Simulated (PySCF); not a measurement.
**SMILES C#CCC(C)(C)Cl, C6H9Cl**

Molfile (atoms numbered from 1):
```
C6H9Cl
     RDKit          3D

 16 15  0  0  0  0  0  0  0  0999 V2000
    2.3297   -0.3211    1.4125 C   0  0  0  0  0  0  0  0  0  0  0  0
    1.6371   -0.4960    0.4526 C   0  0  0  0  0  0  0  0  0  0  0  0
    0.7883   -0.7000   -0.7041 C   0  0  0  0  0  0  0  0  0  0  0  0
   -0.5765   -0.0213   -0.5273 C   0  0  0  0  0  0  0  0  0  0  0  0
   -1.3452   -0.6193    0.6405 C   0  0  0  0  0  0  0  0  0  0  0  0
   -0.4310    1.4868   -0.3983 C   0  0  0  0  0  0  0  0  0  0  0  0
   -1.5229   -0.3555   -2.0372 Cl  0  0  0  0  0  0  0  0  0  0  0  0
    2.9484   -0.1761    2.2470 H   0  0  0  0  0  0  0  0  0  0  0  0
    1.2871   -0.2925   -1.5877 H   0  0  0  0  0  0  0  0  0  0  0  0
    0.6461   -1.7733   -0.8572 H   0  0  0  0  0  0  0  0  0  0  0  0
   -2.3255   -0.1575    0.7293 H   0  0  0  0  0  0  0  0  0  0  0  0
   -0.7899   -0.4504    1.5611 H   0  0  0  0  0  0  0  0  0  0  0  0
   -1.4783   -1.6904    0.5048 H   0  0  0  0  0  0  0  0  0  0  0  0
   -1.4067    1.9594   -0.3157 H   0  0  0  0  0  0  0  0  0  0  0  0
    0.1504    1.7171    0.4926 H   0  0  0  0  0  0  0  0  0  0  0  0
    0.0812    1.8988   -1.2651 H   0  0  0  0  0  0  0  0  0  0  0  0
  1  2  3  0
  2  3  1  0
  3  4  1  0
  4  5  1  0
  4  6  1  0
  4  7  1  0
  1  8  1  0
  3  9  1  0
  3 10  1  0
  5 11  1  0
  5 12  1  0
  5 13  1  0
  6 14  1  0
  6 15  1  0
  6 16  1  0
M  END
```

Computed with GIAO B3LYP/pcSseg-1 magnetisability, rotational g tensor and spin-rotation constants, non-relativistic, gas phase (PySCF). Geometry: GFN2-xTB.

(1) Give the nuclear spin-rotation constants along the inertial axes (H = +C I·J) beside the isotropic shieldings.

(2) How do the rotational constants and the g tensor change when H8, H9, H10, H11, H12, H13, H14, H15, H16 are replaced by deuterium?

## Answers

(1) Rotational constants 4.1210, 1.2872, 1.2508 GHz. A star marks the isotopologue with that one atom substituted, in its own axes.
```
atom  isotope  Caa (kHz)  Cbb (kHz)  Ccc (kHz)  mean (kHz)  σ (ppm)
 Cl7     35Cl      0.486      0.453      0.490       0.477    662.5
  H8       1H      0.006     -0.135     -0.146      -0.092     30.4
  H9       1H     -0.466     -0.070     -0.015      -0.184     29.0
 H10       1H     -0.466     -0.071     -0.014      -0.184     29.0
 H11       1H     -0.217     -0.035     -0.143      -0.132     30.2
 H12       1H      0.027     -0.111     -0.133      -0.072     29.7
 H13       1H     -0.483     -0.089     -0.012      -0.195     30.3
 H14       1H     -0.217     -0.036     -0.143      -0.132     30.2
 H15       1H      0.026     -0.111     -0.133      -0.072     29.7
 H16       1H     -0.484     -0.089     -0.012      -0.195     30.3
  C1     13C*      0.310      0.381      0.412       0.367    106.4
  C2     13C*      0.118      0.441      0.479       0.346     96.3
  C3     13C*      0.705      0.222      0.251       0.392    142.5
  C4     13C*      0.770      0.331      0.326       0.475    107.3
  C5     13C*      0.771      0.223      0.197       0.397    148.1
```
For the geometry as given, no vibrational averaging.

(2) Constants 3.2165, 1.1717, 1.1426 GHz; g 0.0002, -0.0053, -0.0044, against 0.0005, -0.0058, -0.0047 before.
